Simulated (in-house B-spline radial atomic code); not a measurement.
## The chlorine ion Cl⁵⁺: [He] 2s2 (2p3/2)4 3s2 3p2 (with a hole in an inner shell)

Level of theory: Dirac-Hartree-Fock, average of the jj configuration, Fermi nucleus of rms radius 3.3654 fm; calculated with an all-electron radial atomic-structure program (B-spline basis).

Z_r = [3n² - l(l+1)]/(2<r>); Z_e = n√(-2ε); the last column is Slater's effective charge. Values are occupation-weighted means over j.

| shell | electrons | ε (eV) | <r> (bohr) | Z_r | Z_e | Slater |
| --- | --- | --- | --- | --- | --- | --- |
| 1s | 2 | -3038.7 | 0.09062 | 16.55 | 14.94 | 16.70 |
| 2s | 2 | -420.42 | 0.4213 | 14.24 | 11.12 | 13.55 |
| 2p | 4 | -360.81 | 0.3795 | 13.17 | 10.30 | 13.55 |
| 3s | 2 | -108.97 | 1.217 | 11.09 | 8.49 | 8.85 |
| 3p | 2 | -93.824 | 1.258 | 9.94 | 7.88 | 8.85 |

The least bound orbital is 3p1/2 at -92.79 eV, and it is also the most diffuse (<r> = 1.267 bohr). The part-filled 2p shell lies below the filled 3s shell in orbital energy.

For the 1s electron the small component carries 0.368 % of the norm, the zero-frequency Breit interaction raises the level by 1.994 eV, self-energy by 0.9495 eV, and vacuum polarisation lowers it by 0.06466 eV.
